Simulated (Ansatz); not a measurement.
Isolated molecules relaxed with PBE0-D4/def2-TZVP in Ansatz; ΔE leaves out vibrations. CCSD(T)/CBS adds triple-zeta CCSD(T) − MP2 to the extrapolated MP2 energy (def2 sets, frozen cores). This one scheme is used for every species. Functionals use def2-TZVPP. One conformer a species, not always the lowest.

Consider the substitution at a C–C bond: `CCC#CCCC` + H–F → `CCC#CF` + propane.

```csv
species,BHLYP-D4 energy (Eh)
`CCC#CCCC`,-273.85508
H–F,-100.45188
`CCC#CF`,-255.15230
`CCC`,-119.10994
```

(1) Work out ΔE.

Largest T1 diagnostic among the species: 0.011.

## Answers

(1) ΔE = (-255.15230) + (-119.10994) − (-273.85508) − (-100.45188) = 0.04472 Eh = +28.1 kcal/mol. CCSD(T)/CBS gives +31.3 kcal/mol.

The D4 term adds +2.5 kcal/mol with B3LYP and +1.5 kcal/mol with PBE0; it sums over pairs of atoms, weighted by their polarisabilities, and B3LYP, whose exchange is more repulsive, gets the larger term. From r2SCAN to r2SCAN0 (25 % exact exchange), in def2-TZVPP and without D4, ΔE moves by +1.1 kcal/mol.

B3LYP here is the variant with VWN-RPA as its local correlation; programs differ in this.
